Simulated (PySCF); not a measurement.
## RuF3: from structure and modes to constants

Method: PySCF, UPBE0, basis Ru def2-TZVP with ECP28, F def2-TZVP (scalar-relativistic core potentials, no spin–orbit coupling, density fitting).

The quartet minimum has C2v symmetry. Masses (u): Ru 101.90435, F 18.99840.

```xyz
4
charge 0 multiplicity 4, angstrom
Ru    0.0000    0.0000   -0.1578
F     0.0000    0.0000    1.6950
F     1.8198    0.0000   -0.4240
F    -1.8198    0.0000   -0.4240
```

Harmonic wavenumbers (cm⁻¹): 136.7 (b1, ×1), 155.4 (b2, ×1), 195.9 (a1, ×1), 647.2 (a1, ×1), 679.9 (a1, ×1), 701.0 (b2, ×1).

(1) What is the harmonic zero-point energy?

(2) Find the vibrational entropy and heat capacity at 298.15 K.

(3) Give the standard entropy (298.15 K, 1 bar) by its translational, rotational, vibrational and spin parts, and Cp.

Results:

(1) Half the sum of all 6 wavenumbers, 2516/2 = 1258 cm⁻¹, which is 15.0 kJ/mol (1 cm⁻¹ = 0.0119627 kJ/mol).

(2) With u = 1.43878 ω/T, each mode gives S = R[u/(eᵘ−1) − ln(1−e⁻ᵘ)] and C = R u² eᵘ/(eᵘ−1)².
| ω (cm⁻¹) | u | S (J/(mol K)) | C (J/(mol K)) |
| --- | --- | --- | --- |
| 136.7 | 0.660 | 11.92 | 8.02 |
| 155.4 | 0.750 | 10.90 | 7.94 |
| 195.9 | 0.945 | 9.08 | 7.72 |
| 647.2 | 3.123 | 1.57 | 3.91 |
| 679.9 | 3.281 | 1.38 | 3.63 |
| 701.0 | 3.383 | 1.28 | 3.46 |
The sums over all modes are S = 36.1 and C = 34.7 J/(mol K); the softest mode gives 33 % of the entropy.

(3) Sackur–Tetrode with M = 158.90 u gives 172.1; rotation with symmetry number 2 gives 102.0; vibration 36.1; spin R ln 4 = 11.5. The total is 321.7 J/(mol K), and Cp = 4 R + 34.7 = 67.9 J/(mol K).

Other isomers or separated fragments may lie lower. With open d or f shells other occupations or spin states may lie lower.
